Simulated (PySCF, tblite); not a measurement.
Compound: C₄H₂FOS (charge -1).
SMILES with atom numbers: `[O-:1][c:2]1[s:3][cH:4][cH:5][c:6]1[F:7]` (hydrogens: H8 on C4; H9 on C5)
Bond orders are those of one Lewis drawing.

Computed with GFN2-xTB (tblite), gas phase: Langevin dynamics at 300 K from the optimised GFN2-xTB geometry, time step 0.5 fs, friction 0.01 fs⁻¹, 2000 steps. Over the second half of the run the saved frames average 317 K.

Frame at 250 fs, instantaneous temperature 641 K:
```
atom  x, y, z in Å
O1      2.448    0.325    0.729
C2      1.310    0.147    0.293
S3      0.370    1.521   -0.437
C4     -1.054    0.518   -0.574
C5     -0.828   -0.789   -0.223
C6      0.509   -0.964    0.282
F7      1.024   -2.194    0.639
H8     -2.026    0.903   -0.872
H9     -1.573   -1.598   -0.211
```

Frame at 425 fs, instantaneous temperature 306 K:
```
atom  x, y, z in Å
O1      2.703   -0.112    0.186
C2      1.488   -0.160    0.028
S3      0.486    1.333   -0.486
C4     -0.915    0.359   -0.652
C5     -0.754   -0.946   -0.178
C6      0.559   -1.158    0.241
F7      0.915   -2.446    0.582
H8     -1.870    0.749   -0.731
H9     -1.489   -1.675   -0.408
```

Frame at 625 fs, instantaneous temperature 284 K:
```
atom  x, y, z in Å
O1      2.356    0.415    0.375
C2      1.239    0.074    0.180
S3      0.146    1.337   -0.623
C4     -1.244    0.353   -0.394
C5     -0.899   -0.933    0.144
C6      0.445   -1.007    0.406
F7      0.910   -2.239    1.041
H8     -2.230    0.754   -0.709
H9     -1.574   -1.723    0.312
```

Frame at 800 fs, instantaneous temperature 255 K:
```
atom  x, y, z in Å
O1      2.172    1.018    0.478
C2      1.044    0.494    0.399
S3     -0.275    1.507   -0.514
C4     -1.492    0.442    0.057
C5     -0.995   -0.746    0.548
C6      0.390   -0.782    0.602
F7      1.074   -1.865    1.197
H8     -2.502    0.612   -0.197
H9     -1.728   -1.487    0.781
```

Frame at 1000 fs, instantaneous temperature 213 K:
```
atom  x, y, z in Å
O1      1.859    1.371    0.271
C2      0.818    0.756    0.191
S3     -0.617    1.626   -0.591
C4     -1.703    0.228   -0.267
C5     -1.045   -0.772    0.281
C6      0.282   -0.432    0.594
F7      0.995   -1.419    1.191
H8     -2.738    0.401   -0.650
H9     -1.315   -1.813    0.478
```

**Question.** What do single points at PBE0/pcSseg-1 (PySCF, gas phase) give on these frames?

**Answer.** 
```json
{"t (fs)": "250", "GFN2-xTB E above start (eV)": "0.14", "DFT E above lowest frame (eV)": "0.00", "HOMO (eV)": "-0.02", "LUMO (eV)": "5.00"}
{"t (fs)": "425", "GFN2-xTB E above start (eV)": "0.31", "DFT E above lowest frame (eV)": "0.20", "HOMO (eV)": "-0.04", "LUMO (eV)": "4.79"}
{"t (fs)": "625", "GFN2-xTB E above start (eV)": "0.45", "DFT E above lowest frame (eV)": "0.40", "HOMO (eV)": "-0.02", "LUMO (eV)": "4.86"}
{"t (fs)": "800", "GFN2-xTB E above start (eV)": "0.43", "DFT E above lowest frame (eV)": "0.32", "HOMO (eV)": "-0.10", "LUMO (eV)": "4.81"}
{"t (fs)": "1000", "GFN2-xTB E above start (eV)": "0.29", "DFT E above lowest frame (eV)": "0.24", "HOMO (eV)": "-0.09", "LUMO (eV)": "5.07"}
```

The two levels order the frames alike by energy but for pairs within 0.08 eV at one level; measured from each level's lowest frame they differ by 0.09 eV at most. The HOMO–LUMO gap runs from 4.83 to 5.16 eV. These are instantaneous structures, not minima.

**Question.** And the isotropic GIAO shieldings (ppm) from the same runs?

**Answer.** 
| atom | 250 fs | 425 fs | 625 fs | 800 fs | 1000 fs | mean | range |
| --- | --- | --- | --- | --- | --- | --- | --- |
| O1 | 19.0 | 0.3 | 3.5 | -58.8 | 40.4 | 0.9 | 99.2 |
| C2 | 13.6 | 9.0 | 14.2 | -7.5 | 19.6 | 9.8 | 27.1 |
| S3 | 360.8 | 329.9 | 303.6 | 289.0 | 299.7 | 316.6 | 71.8 |
| C4 | 101.5 | 101.4 | 100.8 | 101.4 | 95.5 | 100.1 | 6.0 |
| C5 | 59.9 | 56.5 | 59.3 | 64.8 | 67.9 | 61.7 | 11.4 |
| C6 | 41.9 | 43.9 | 39.6 | 38.5 | 55.3 | 43.8 | 16.8 |
| F7 | 393.2 | 392.1 | 389.9 | 393.2 | 395.7 | 392.8 | 5.8 |
| H8 | 27.5 | 28.6 | 27.2 | 28.2 | 26.8 | 27.7 | 1.8 |
| H9 | 25.0 | 25.2 | 25.5 | 25.4 | 25.3 | 25.3 | 0.5 |

The cost below is that of the whole dynamics run. On one thread of an Arm Neoverse V2, shared host, this took 6.7 s wall and 0.19 GiB of memory at its peak.
